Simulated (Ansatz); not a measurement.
Reaction (formal hydrolysis of the Si–O bond): `O[Si](F)(Cl)O[SiH3]` + H₂O → `O[Si](O)(F)Cl` + `O[SiH3]`

Calculated with Ansatz (gas phase, PBE0-D4/def2-TZVP geometries, no zero-point term in ΔE). CCSD(T)/CBS adds triple-zeta CCSD(T) − MP2 to the extrapolated MP2 energy (def2 sets, frozen cores). This one scheme is used for every species. Functionals use def2-TZVPP. B3LYP here is the variant with VWN-RPA as its local correlation; programs differ in this. Each species was taken in one conformer, which may not be the lowest.

```csv
species,B3LYP energy (Eh)
`O[Si](F)(Cl)O[SiH3]`,-1292.36276
H₂O,-76.46667
`O[Si](O)(F)Cl`,-1001.59809
`O[SiH3]`,-367.22653
```

(1) Work out ΔE.

Largest T1 diagnostic among the species: 0.011.

Results:

(1) ΔE = (-1001.59809) + (-367.22653) − (-1292.36276) − (-76.46667) = 0.00481 Eh = +3.0 kcal/mol. CCSD(T)/CBS gives +5.2 kcal/mol.

From PBE to PBE0 (25 % exact exchange), in def2-TZVPP and without D4, ΔE moves by +0.8 kcal/mol. The D4 term adds +2.0 kcal/mol with B3LYP and +1.2 kcal/mol with PBE0; it sums over pairs of atoms, weighted by their polarisabilities, and B3LYP, whose exchange is more repulsive, gets the larger term.
